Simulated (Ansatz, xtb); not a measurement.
**Isomers of C2O2Se in order of energy**

4 gas-phase structures of C2O2Se, found in a search over its isomers (lower ones may exist). Each was relaxed with GFN2-xTB:

A. `O=C1[Se]C1=O`, a singlet
B. `O=C=C1O[Se]1`, a singlet
C. the triplet with the links of `O=C=C=[O+][Se-]`
D. `O=C1OC1=[Se]`, a singlet

Estimate their order in r2SCAN-D4/def2-SVP//GFN2-xTB energy at these geometries, lowest first.

Calculated order at r2SCAN-D4/def2-SVP//GFN2-xTB: A (0.0), D (17.9), B (60.1), C (71.2) kcal/mol.

Energies above the lowest of each column, in kcal/mol; the last columns are at r2SCAN-D4/def2-SVP geometries and were run for some of them only (a dash: not run or not comparable):

```tsv
structure	GFN2-xTB	HF/STO-3G	r2SCAN-D4/def2-SVP//GFN2-xTB	r2SCAN-D4/def2-SVP	CCSD(T)/def2-SVP + ΔMP2/def2-TZVPP
A	0.0	0.0	0.0	0.0	0.0
D	13.0	4.1	17.9	19.3	16.5
B	24.2	34.2	60.1	–	–
C	–	46.1	71.2	–	–
```

Every level run on A puts it lowest or level with the lowest. Some further structures that were screened fall inside this span and aren't listed. Frequencies (r2SCAN-D4/def2-SVP) were run for A, D alone. GFN2-xTB has no spin polarisation and isn't compared across spin states. Open shells are spin-unrestricted. Large T1 diagnostics make some coupled-cluster values less sure. ΔMP2 is the change of the MP2 energy from the smaller to the larger basis.

Programs: Ansatz 0.2.0, xtb 6.7.1.
